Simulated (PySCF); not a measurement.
A GIAO shielding run with PySCF 2.14.0 with density-fitted response routines (density fitting, non-relativistic, gas phase) on `InChI=1S/C4H7Cl2F3Si/c5-3(6)10-2-1-4(7,8)9/h3H,1-2,10H2`:

```
$ OMP_NUM_THREADS=1 python probes_run.py task.json out

{"job": {"kind": "nmr", "xc": "PBE0", "basis": "pcSseg-1"}, "charge": 0, "multiplicity": 1}
F     -3.543246    -0.067858     0.599414
C     -2.299611    -0.125703     0.099734
F     -2.381344     0.284393    -1.172355
F     -1.978158    -1.432942     0.052272
C     -1.316940     0.678639     0.918262
C      0.022931     0.824276     0.204006
Si     0.787112    -0.835542    -0.332689
C      2.646010    -0.443005    -0.650806
Cl     3.398588     0.135012     0.847976
Cl     2.775174     0.802935    -1.908548
H     -1.200302     0.162412     1.872287
H     -1.772125     1.654846     1.103537
H     -0.110392     1.460801    -0.672419
H      0.704238     1.351604     0.872434
H      0.258299    -1.325087    -1.602475
H      0.766376    -1.821553     0.747759
H      3.236391    -1.291196    -0.988299
```

Hardware: 1 thread of an Arm Neoverse V1, shared host. The job also computes population analyses, field gradients.

(1) How large is the calculation?

(2) How long does it take, and how much memory does it need?

## Answers

(1) 106 electrons, 226 basis functions and 1244 auxiliary functions.

(2) 56 s of wall time, with 14 SCF cycles and 5 response iterations; peak memory 1.1 GiB. Times on a shared host scatter by some tens of per cent.
